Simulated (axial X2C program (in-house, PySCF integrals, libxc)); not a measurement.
Spin–orbit effects down a group: molecules with H (ions), CCSD(T)

All values come from calculations with an in-house all-electron X2C program for linear molecules (integrals from PySCF), spin-free (one-electron X2C) or two-component (2c: spin–orbit coupling with atomic mean-field Coulomb and Gaunt terms, which also bring small scalar terms), in Dyall basis sets with cores contracted in-house; open shells are unrestricted.

Basis sets: H dyall-av3z, O dyall-av3z, S dyall-av3z, Se dyall-acv3z. Frozen shells (counts by l): OH⁻ O 1s, H none, 8 electrons correlated; SH⁻ S 2s1p, H none, 8 electrons correlated; SeH⁻ Se 3s2p1d, H none, 8 electrons correlated. Coupled cluster in natural virtuals with an MP2 remainder. Where the outer core of a metal is frozen, bonds come out longer and ionisation energies lower.

| molecule | spin-free state | Re (Å) | ωe (cm⁻¹) | De (eV) | 2c state | Re 2c (Å) | ωe 2c (cm⁻¹) | De 2c (eV) |
| --- | --- | --- | --- | --- | --- | --- | --- | --- |
| OH⁻ | M_S = 0, Λ = 0 | 0.968 | 3719.0 | 4.95 | Ω = 0 | 0.968 | 3719.9 | 4.95 |
| SH⁻ | M_S = 0, Λ = 0 | 1.350 | 2634.1 | 3.98 | Ω = 0 | 1.350 | 2633.3 | 3.97 |
| SeH⁻ | M_S = 0, Λ = 0 | 1.476 | 2342.8 | 3.60 | Ω = 0 | 1.476 | 2337.4 | 3.52 |

Fragments in 2c: O- + H, S- + H, Se- + H. Each entry is the lowest single determinant of a limited PBE0 search at one distance. De goes to single-determinant-based atoms at the same level (for ions the charge split of lowest energy) and is withheld (n/a) where an atom does not fit its ground term or J level. Main or longest-lived isotopes.
